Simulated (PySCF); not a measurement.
Electronic absorption of [C7H6NO2]-

C₇H₆NO₂ (charge -1).
Geometry (GFN2-xTB, Å), atoms numbered from 1 in this order:
```
atom  x, y, z in Å
C1    -0.927    1.255   -0.706
C2    -0.390    0.022    0.018
C3    -0.940   -0.102    1.437
C4     1.021   -0.020   -0.005
C5     2.233   -0.136   -0.085
C6     3.577   -0.190   -0.130
N7     4.736   -0.211   -0.154
C8    -0.867   -1.358   -0.859
O9    -1.012   -2.342   -0.156
O10   -0.999   -1.143   -2.050
H11   -2.016    1.245   -0.685
H12   -0.608    1.234   -1.745
H13   -0.572    2.175   -0.236
H14   -0.638   -1.057    1.862
H15   -2.028   -0.071    1.410
H16   -0.578    0.708    2.074
```

Method: TDDFT PBE0/def2-SVPD, vertical, gas phase, core orbitals frozen in the response in PySCF 2.14.0, density-fitted response routines.

```csv
state,E (eV),E (kJ/mol),λ (nm),f,|μ| (D),symmetry,"main configurations (H = HOMO, L = LUMO)"
S1,3.66,353,339.1,0.0001,0.10,–,H→L (97%)
S2,4.18,403,296.5,0.173,3.30,A′,H→L+1 (90%)
S3,4.44,429,278.9,0.0007,0.21,–,H-1→L+1 (96%)
S4,4.51,435,274.9,0.0009,0.23,–,H-1→L (99%)
S5,4.88,470,254.3,0.0012,0.26,–,H-2→L+1 (89%)
S6,4.96,478,250.2,0.023,1.11,A′,H-2→L (97%)
```

Triplets, Tamm–Dancoff:

```csv
state,E (eV),λ (nm),"main configurations (H = HOMO, L = LUMO)"
T1,3.34,371.4,H→L+1 (90%)
T2,3.53,351.1,H→L (93%)
```

The lowest singlet lies at 3.66 eV (339 nm, ultraviolet) and is dark (f under 0.0005); its leading configuration is HOMO→LUMO (97%). The most intense listed level is S2 at 4.18 eV (297 nm, f = 0.173), 0.53 eV above S1. Löwdin shares by element: HOMO oxygen 47%, carbon 28% or more (atoms not listed hold the other 24%); LUMO carbon 62% or more, nitrogen 25%. Of the 6 states listed, 2 reach f = 0.01 and 1 stays under 0.0005. The listed states span 1.30 eV, and the widest gap between neighbours is 0.53 eV (S1 to S2). The oscillator strengths of these states sum to 0.199; summed over the whole spectrum of an exact calculation they would give the number of electrons, 72 (Thomas–Reiche–Kuhn). No detachment energy is given for this anion; states above it aren't bound, and a finite basis only mimics them. Symmetry labels in Cs follow from the direction of the transition dipole and are given only for states with f of 0.002 or more. Only the lowest 6 singlets were computed, as vertical energies without vibronic structure.

One conformer stands for the species.
